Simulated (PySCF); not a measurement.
## Spinor energies of Pm³⁴⁺ (promethium, charge +34)

Start: [Ar] 3d9; 3d3/2 filled at m_j = -3/2, -1/2, +1/2, +3/2; 3d5/2 filled at m_j = -3/2, -1/2, +1/2, +3/2, +5/2. Calculated with PySCF 2.14 in an uncontracted even-tempered set (16 s from 6.2 bohr⁻², ratio 2.8; 12 p from 8.1 bohr⁻², ratio 2.8; 8 d from 8.1 bohr⁻², ratio 2.8; 3 f from 32 bohr⁻², ratio 3): generalised Hartree-Fock with the X2C-1e Hamiltonian and a Gaussian nucleus; one run each with spin-orbit coupling (SO) switched off, then screened by Boettger's factors.

```json
{"spinor shell": "1s1/2", "electrons": "2", "ε, spin-free (eV)": "-46828.0", "ε, screened SO (eV)": "-46820.7", "weight of nominal j (screened SO)": "1.000", "rms radius, screened SO (bohr)": "0.0264"}
{"spinor shell": "2s1/2", "electrons": "2", "ε, spin-free (eV)": "-8877.2", "ε, screened SO (eV)": "-8874.7", "weight of nominal j (screened SO)": "1.000", "rms radius, screened SO (bohr)": "0.107"}
{"spinor shell": "2p1/2", "electrons": "2", "ε, spin-free (eV)": "-8075.4", "ε, screened SO (eV)": "-8472.5", "weight of nominal j (screened SO)": "1.000", "rms radius, screened SO (bohr)": "0.0916"}
{"spinor shell": "2p3/2", "electrons": "4", "ε, spin-free (eV)": "-8075.4", "ε, screened SO (eV)": "-7902.3", "weight of nominal j (screened SO)": "1.000", "rms radius, screened SO (bohr)": "0.0976"}
{"spinor shell": "3s1/2", "electrons": "2", "ε, spin-free (eV)": "-2957.7", "ε, screened SO (eV)": "-2957.0", "weight of nominal j (screened SO)": "1.000", "rms radius, screened SO (bohr)": "0.271"}
{"spinor shell": "3p1/2", "electrons": "2", "ε, spin-free (eV)": "-2698.9", "ε, screened SO (eV)": "-2787.6", "weight of nominal j (screened SO)": "0.999", "rms radius, screened SO (bohr)": "0.262"}
{"spinor shell": "3p3/2", "electrons": "4", "ε, spin-free (eV)": "-2698.9", "ε, screened SO (eV)": "-2659.8", "weight of nominal j (screened SO)": "1.000", "rms radius, screened SO (bohr)": "0.274"}
{"spinor shell": "3d3/2", "electrons": "4", "ε, spin-free (eV)": "-2364.1", "ε, screened SO (eV)": "-2380.5", "weight of nominal j (screened SO)": "0.990", "rms radius, screened SO (bohr)": "0.243"}
{"spinor shell": "3d5/2", "electrons": "5", "ε, spin-free (eV)": "-2364.1", "ε, screened SO (eV)": "-2352.4", "weight of nominal j (screened SO)": "0.992", "rms radius, screened SO (bohr)": "0.246"}
```

```tsv
quantity	spin-free	screened SO
E (hartree)	-9322.99591	-9328.56717
M_J	5/2	5/2
⟨J²⟩	8.750	8.750
⟨L²⟩	6.000	6.026
⟨S²⟩	0.750	0.776
```

Each row is a mean over spinors that exchange with the open shell spreads, by up to 21.644 eV (3p3/2).

Breit and QED terms are absent; they matter most for the inner s and p1/2 levels.

Densities and radii are taken from the X2C orbitals without a picture-change correction, which distorts them close to the nucleus.

Without spin-orbit coupling the j labels of p, d and f shells carry no meaning; the spin-free column gives the mean over the occupied spinors of each nl shell.
